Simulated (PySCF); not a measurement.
A structure optimised at B3LYP-D3(BJ)/def2-TZVPD, used in a PySCF frequency run:

```xyz
2

Cd     0.0000     0.0000    -0.5930
Cl     0.0000     0.0000     1.6744
```
Charge +1, spin multiplicity 1.

Question: Write its SMILES, formula and point group.

Answer: [Cl][Cd+], CdCl, C∞v

Question: What are its rotational constants (standard atomic weights)?

Answer: 3.6476 GHz (linear rotor, B only)
